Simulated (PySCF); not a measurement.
## KO: from constants to spectrum

PBE0 constants of KO, ²Π (doublet), unpaired electrons π ↑ (basis K x2c-TZVPall, O x2c-TZVPall; spin-free X2C with a Gaussian nucleus; PySCF 2.14; masses 38.9637 and 15.9949 u):

- ωe: 392.6 cm⁻¹
- ωexe: 2.34 cm⁻¹
- Be: 0.2731 cm⁻¹
- αe: 0.00235 cm⁻¹
- De to K + O: 2.61 eV

(1) What force constant and bond length do these constants imply?

(2) Estimate the centrifugal constant D from the Kratzer relation and find the Dunham coefficient a1.

The state was picked by a PBE0 search and need not be the measured ground state.

Answers

(1) Reduced mass μred = 11.340 u; k = 5.8918×10⁻⁷·μred·ωe² (u, cm⁻¹, mdyn/Å) = 1.03 mdyn/Å; Re = √(16.8576/(μred·Be)) (u, cm⁻¹, Å) = 2.333 Å.

(2) D = 4Be³/ωe² = 5.29e-07 cm⁻¹; a1 = −1 − αeωe/(6Be²) = -3.06.
